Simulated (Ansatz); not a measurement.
A made-up structure of MgGeHO, doublet:

| atom | x (Å) | y (Å) | z (Å) |
| --- | --- | --- | --- |
| O1 | -0.1650 | -0.5419 | 1.1598 |
| Mg2 | 1.1949 | -0.1586 | -0.0066 |
| Ge3 | -1.0688 | 0.1112 | 0.0690 |
| H4 | 0.0389 | 0.5893 | -1.2221 |

It is relaxed with PBE-D4/def2-SVP and then PBE0-D4/def2-TZVP (Ansatz 0.2.0). Atoms count as bonded within 1.22 times the sum of their covalent radii (H–H: 0.88 Å). The end point is not checked to be a true minimum.

(1) Does its bonding change? (Judge from chemistry; the calculation decides.)

Answers

(1) Computed: No: no bond forms or breaks.

Where it ends: The first stage lowers the energy by 1.92 eV in 6 steps. It ends as MgGeHO ([H]1[Mg]2[O][Ge]12):
O1  (-0.105, -0.512, 1.080)
Mg2  (1.462, -0.217, 0.035)
Ge3  (-1.303, 0.165, 0.028)
H4  (-0.055, 0.564, -1.143)
(Å)

Labels in which every atom is bracketed show which atoms are joined, not bond orders.

For scale, one of the runs: PBE0-D4/def2-TZVP relaxation, 117 basis functions, launched by `ansatz run in.yaml --threads 2 --pin off --events-out ev --progress --plain --max-ram 4352MiB`. Hardware: 2 CPU threads of an Arm Neoverse V1, shared host. Wall time about 24 s.
